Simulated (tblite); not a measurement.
Problem. Give a GFN2-xTB geometry of `[H]/[C]=N\[C@H](C#C)C(F)=C(F)F` [radical]. (Doublet state.)

Solution. 
```xyz
13
C6H3F3N angstrom
C     -0.7272   -1.1868   -1.8516
N     -0.8912   -1.3510   -0.6767
C     -0.4372   -0.6939    0.5898
C     -1.2061    0.5174    0.7736
C     -1.8622    1.5133    0.8802
C      1.0304   -0.4367    0.5593
F      1.7902   -1.3040    1.2573
C      1.6438    0.4885   -0.1821
F      2.9543    0.6644   -0.2664
F      0.9997    1.3850   -0.9224
H     -0.2150   -0.5702   -2.5656
H     -0.6573   -1.4145    1.3852
H     -2.4267    2.3890    1.0016
```

Any rigid rotation of these coordinates is as good. Atoms count from 1 in this order. C6 (carbon bonded to 2 C and F) is planar (angles 125.7°, 118.3° and 115.7°, sum 359.7°, 0.04 Å off the plane of its three neighbours). Of the pairs four or more bonds apart, C4···F10 is among the closest relative to their van der Waals radii: 2.91 Å, 92 % of the sum of Bondi's values. The 3 C–F bonds span 1.325 Å (C8–F9, drawn single) to 1.348 Å (C6–F7, drawn single), a spread of 0.023 Å. C1 (carbon bonded to N and H) is bent (angle 142.8°).

Bonds between heavy atoms (Å): C1=N2 1.198, N2–C3 1.497, C3–C4 1.446, C4≡C5 1.197, C3–C6 1.490, C6–F7 1.348, C6=C8 1.335, C8–F9 1.325, C8–F10 1.329.

The geometry is computed with GFN2-xTB (gas phase). This method treats the open shell by occupation alone, without spin polarisation.

Point group: C1 (no symmetry element, even within 0.4 Å). Its GFN2-xTB frequencies are all real (lowest 46 cm⁻¹). Torsions: C1–N2–C3–C4 77°, N2–C3–C6–F7 -102°. 3 starts were optimised and ended at 0.00, 0.49 and 1.64 kcal/mol (GFN2-xTB); the lowest of these is shown.

One conformer stands for the species.
